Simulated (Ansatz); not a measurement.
Ansatz (a quantum-chemistry and plane-wave program) input (RI-MP2/aug-cc-pV(Q+d)Z):
A basis named .json is the Basis Set Exchange file of that set.

Ansatz 0.2 input:
```yaml
crystal:
  periodic: [false, false, false]
  atoms:
    - {symbol: Si, position_ang: [-0.47339297, -0.00918615, 0.06108048]}
    - {symbol: Cl, position_ang: [0.28827995, 1.83553094, -0.64175559]}
    - {symbol: Cl, position_ang: [0.27513435, -1.49635138, -1.24473413]}
    - {symbol: Cl, position_ang: [0.91557935, -0.31306618, 1.70995112]}
    - {symbol: C, position_ang: [-2.18744834, -0.02776757, 0.20112425]}
    - {symbol: H, position_ang: [-2.69178180, 0.83009801, 0.63332355]}
    - {symbol: H, position_ang: [-2.69891868, -0.97881399, 0.30596052]}
basis:
  gaussian:
    orbitals: aug-cc-pV_Q+d_Z.json
    fitting: {mean_field: def2-universal-jkfit, correlation: aug-cc-pVQZ-RIFIT.json}
total_charge: -1
magnetization: {spin_polarized: false}
correlation: {method: mp2, electrons: outside_noble_gas}
```

Output:

```
Functional definition: HF
integrals: 1.31 GiB planned
623 factors; integrals over basis functions are off by at most 3.8e0 eV
mean field: 2.70 GiB planned
mean field evaluation 1: about -46439.2633 eV, gradient 3.6e1 eV
mean field evaluation 2: about -46441.5533 eV, gradient 2.1e1 eV
mean field evaluation 4: about -46442.6311 eV, gradient 7.3e-1 eV
mean field evaluation 8: about -46442.6353 eV, gradient 1.4e-6 eV
mean field -46442.63533494 eV, -1706.7353686101 hartree, gradient 1.4e-6 eV, S^2 0.000000; 0 other end points of the search recorded, 0 dependent functions left out
21 core orbitals not correlated
1104 factors; their error is unknown
reference -46442.63533494 eV, -1706.7353686101 hartree; 16, 16 occupied and 491, 491 virtual orbitals, 1104 factors
second order -26.16662304 eV of doubles, -0.00000000 eV of singles
Total energy: -46468.80195798 eV, -1707.6969742705 hartree
```

It need not be the lowest isomer of its formula. Whether it binds its extra electron was not tested at this geometry.
